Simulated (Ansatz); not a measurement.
Ansatz (a first-principles code) input (MP2/3-21G): The .json file is the Basis Set Exchange's 3-21G.

Ansatz 0.2 input:
```yaml
crystal:
  periodic: [false, false, false]
  atoms:
    - {symbol: Cd, position_ang: [-0.26719570, -0.16242977, -0.22077750]}
    - {symbol: C, position_ang: [1.35646363, 0.82460186, 1.12081387]}
    - {symbol: H, position_ang: [1.86111821, 0.00485552, 1.62416967]}
    - {symbol: H, position_ang: [0.81830230, 1.47429464, 1.80514496]}
    - {symbol: H, position_ang: [2.00719141, 1.36986754, 0.44312216]}
basis:
  gaussian:
    orbitals: 3-21G.json
magnetization: {spin_polarized: true, initial_magnetization: 1}
correlation: {method: mp2, electrons: outside_noble_gas}
```

What final total energy does it give?

-5479.72058 Eh.
